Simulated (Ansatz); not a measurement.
Born–Oppenheimer molecular dynamics of CHF₂NSi (6 atoms, charge 0, multiplicity 1). It starts at the highest image of a converged band. Of that band: Neighbouring images differ by up to 3.0 eV, so the band resolves the path poorly. A vibrational analysis at the climbing image gives one clearly imaginary mode, 1142i cm⁻¹: a first-order saddle point.

Method: RKS B3LYP-D4/cc-pVDZ (Ansatz).

| Property | Result |
| --- | --- |
| ensemble | NVE (velocity Verlet) |
| time step | 0.5 fs |
| steps asked | 200 |
| starting velocities drawn for | 300 K |
| seed | 7504 |

Frames 0.5 fs apart, positions in Å, forces in eV/Å.

Velocities at 75.0 fs (Å/ps):

```
N -0.46 -6.50 1.74
C 2.29 0.53 -5.52
Si -1.31 6.00 -0.02
F -1.78 -2.85 -0.97
F 2.78 -3.22 -0.80
H -3.23 31.10 75.43
```

```xyz
6
Properties=species:S:1:pos:R:3:forces:R:3 time_fs=75.0 energy_less_start_eV=-0.335 T=946
N 0.047 -1.970 0.855 0.42 1.44 0.01
C 0.262 -0.841 0.567 -0.56 -1.39 -1.05
Si -0.089 1.058 -0.297 0.86 -3.99 0.87
F -1.504 0.576 -1.016 0.85 1.01 -0.12
F 1.292 1.018 -1.239 -1.36 0.85 0.41
H -0.078 0.829 1.208 -0.20 2.07 -0.12
6
Properties=species:S:1:pos:R:3:forces:R:3 time_fs=75.5 energy_less_start_eV=-0.337 T=951
N 0.047 -1.973 0.856 0.51 1.86 -0.11
C 0.263 -0.841 0.564 -0.67 -1.67 -0.94
Si -0.090 1.061 -0.297 0.90 -4.19 1.34
F -1.505 0.575 -1.016 0.87 1.05 -0.09
F 1.294 1.017 -1.239 -1.40 0.89 0.43
H -0.080 0.847 1.245 -0.21 2.06 -0.63
6
Properties=species:S:1:pos:R:3:forces:R:3 time_fs=76.0 energy_less_start_eV=-0.335 T=948
N 0.047 -1.975 0.856 0.58 2.21 -0.21
C 0.264 -0.841 0.561 -0.78 -1.88 -0.86
Si -0.090 1.063 -0.297 0.94 -4.39 1.74
F -1.506 0.574 -1.016 0.90 1.10 -0.06
F 1.295 1.015 -1.240 -1.43 0.93 0.45
H -0.082 0.870 1.281 -0.21 2.04 -1.07
6
Properties=species:S:1:pos:R:3:forces:R:3 time_fs=76.5 energy_less_start_eV=-0.334 T=946
N 0.047 -1.978 0.857 0.64 2.49 -0.30
C 0.265 -0.842 0.558 -0.87 -2.03 -0.79
Si -0.091 1.065 -0.297 0.99 -4.60 2.08
F -1.506 0.572 -1.017 0.92 1.15 -0.04
F 1.296 1.014 -1.240 -1.46 0.97 0.47
H -0.085 0.897 1.315 -0.22 2.01 -1.42
6
Properties=species:S:1:pos:R:3:forces:R:3 time_fs=77.0 energy_less_start_eV=-0.340 T=958
N 0.047 -1.980 0.858 0.69 2.69 -0.37
C 0.265 -0.843 0.554 -0.95 -2.10 -0.73
Si -0.091 1.067 -0.296 1.03 -4.80 2.34
F -1.507 0.572 -1.018 0.94 1.21 -0.01
F 1.296 1.013 -1.240 -1.50 1.02 0.48
H -0.088 0.930 1.345 -0.22 1.98 -1.71
6
Properties=species:S:1:pos:R:3:forces:R:3 time_fs=77.5 energy_less_start_eV=-0.358 T=995
N 0.047 -1.981 0.859 0.73 2.83 -0.43
C 0.266 -0.844 0.551 -1.01 -2.10 -0.69
Si -0.091 1.068 -0.296 1.07 -5.00 2.56
F -1.507 0.571 -1.018 0.96 1.26 0.01
F 1.297 1.012 -1.240 -1.53 1.07 0.50
H -0.092 0.968 1.371 -0.22 1.93 -1.95
6
Properties=species:S:1:pos:R:3:forces:R:3 time_fs=78.0 energy_less_start_eV=-0.394 T=1063
N 0.048 -1.982 0.859 0.75 2.89 -0.47
C 0.266 -0.846 0.547 -1.06 -2.02 -0.66
Si -0.092 1.069 -0.295 1.11 -5.18 2.73
F -1.507 0.570 -1.019 0.98 1.32 0.03
F 1.298 1.011 -1.240 -1.56 1.12 0.51
H -0.097 1.010 1.392 -0.22 1.87 -2.15
6
Properties=species:S:1:pos:R:3:forces:R:3 time_fs=78.5 energy_less_start_eV=-0.448 T=1169
N 0.048 -1.983 0.860 0.76 2.87 -0.49
C 0.266 -0.848 0.543 -1.10 -1.88 -0.64
Si -0.092 1.070 -0.293 1.14 -5.35 2.86
F -1.508 0.570 -1.019 1.00 1.38 0.05
F 1.298 1.010 -1.240 -1.59 1.17 0.52
H -0.102 1.056 1.408 -0.21 1.80 -2.31
6
Properties=species:S:1:pos:R:3:forces:R:3 time_fs=79.0 energy_less_start_eV=-0.524 T=1316
N 0.049 -1.983 0.860 0.75 2.78 -0.49
C 0.266 -0.851 0.539 -1.12 -1.66 -0.64
Si -0.092 1.070 -0.292 1.17 -5.49 2.96
F -1.508 0.569 -1.020 1.02 1.43 0.07
F 1.298 1.010 -1.240 -1.62 1.22 0.53
H -0.107 1.107 1.419 -0.20 1.72 -2.44
6
Properties=species:S:1:pos:R:3:forces:R:3 time_fs=79.5 energy_less_start_eV=-0.622 T=1505
N 0.049 -1.982 0.861 0.73 2.62 -0.48
C 0.265 -0.854 0.535 -1.12 -1.38 -0.64
Si -0.092 1.069 -0.290 1.19 -5.61 3.03
F -1.507 0.569 -1.020 1.04 1.48 0.09
F 1.297 1.009 -1.240 -1.64 1.26 0.54
H -0.113 1.162 1.424 -0.19 1.62 -2.54
6
Properties=species:S:1:pos:R:3:forces:R:3 time_fs=80.0 energy_less_start_eV=-0.741 T=1735
N 0.050 -1.982 0.861 0.69 2.39 -0.45
C 0.265 -0.857 0.531 -1.11 -1.02 -0.66
Si -0.091 1.068 -0.289 1.20 -5.69 3.07
F -1.507 0.569 -1.021 1.05 1.53 0.11
F 1.297 1.009 -1.240 -1.66 1.29 0.55
H -0.119 1.220 1.423 -0.18 1.51 -2.63
6
Properties=species:S:1:pos:R:3:forces:R:3 time_fs=80.5 energy_less_start_eV=-0.879 T=2002
N 0.051 -1.980 0.861 0.64 2.09 -0.39
C 0.264 -0.860 0.527 -1.08 -0.61 -0.68
Si -0.091 1.067 -0.286 1.21 -5.73 3.08
F -1.507 0.570 -1.021 1.07 1.56 0.13
F 1.296 1.008 -1.240 -1.68 1.32 0.56
H -0.126 1.283 1.415 -0.16 1.37 -2.70
```

Of the whole run (100 fs, mean temperature of the second half 3245 K): The conserved energy stayed within 0.52 meV per atom of its start (net change 0.012 meV per atom), so the integration is sound. The system heated up, since it started high on the potential surface and ran downhill. A run of 0.1 ps of so small a system gives no equilibrium averages. The orbitals stay closed-shell, which can raise the energy where a bond breaks towards radicals; this wasn't checked here.

Time of the run: 9.8 min on 1 thread of Arm Neoverse V1, with other jobs on the host, peak memory 0.14 GiB.
